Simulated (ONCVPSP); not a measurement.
## u(r) = r·R(r): atom against pseudo-atom (V (Z = 23))

Columns: radius, all-electron u(r) and pseudo u(r) of the 3s shell (level -70.97 eV) of vanadium in the configuration [Ne] 3s2 3p6 3d3 4s1.5 4p0.5; PBE, scalar-relativistic, ONCV scheme, ONCVPSP 4.0.1.

```
r (bohr)  all-electron  pseudo
   0.105       -0.1545  0.2000
   0.210       -0.6022  0.3945
   0.315       -0.3167  0.5770
   0.420        0.2061  0.7396
   0.525        0.6650  0.8737
   0.630        0.9676  0.9714
   0.735        1.1155  1.0269
   0.840        1.1452  1.0387
   0.945        1.0968  1.0095
   1.050        1.0039  0.9462
   1.155        0.8905  0.8586
   1.260        0.7722  0.7576
   1.365        0.6585  0.6532
   1.470        0.5544  0.5529
   1.575        0.4621  0.4618
   1.680        0.3821  0.3820
   1.785        0.3139  0.3139
   1.890        0.2566  0.2566
   1.995        0.2089  0.2089
   2.100        0.1694  0.1694
   2.205        0.1370  0.1370
   2.310        0.1106  0.1106
   2.415        0.0890  0.0890
   2.520        0.0716  0.0716
   2.625        0.0574  0.0574
   2.730        0.0460  0.0460
```

(1) How many radial nodes do the two functions have?

(2) At about which radius was the pseudo-wave matched?

(3) Is the pseudo-wave norm-conserving?

## Answers

(1) The all-electron 3s function has n − l − 1 = 2 (the table is too coarse to show those close to the nucleus); the pseudo-wave has 0, since the states of the same l below it are removed with the core.

(2) 1.90 bohr. The columns agree to 0.0005 from 1.57 bohr on; several derivatives are matched, so the curves merge somewhat inside the radius.

(3) Yes: the ONCV scheme keeps the norm inside the radius equal to the all-electron one, which fixes the energy derivative of the logarithmic derivative at the level.
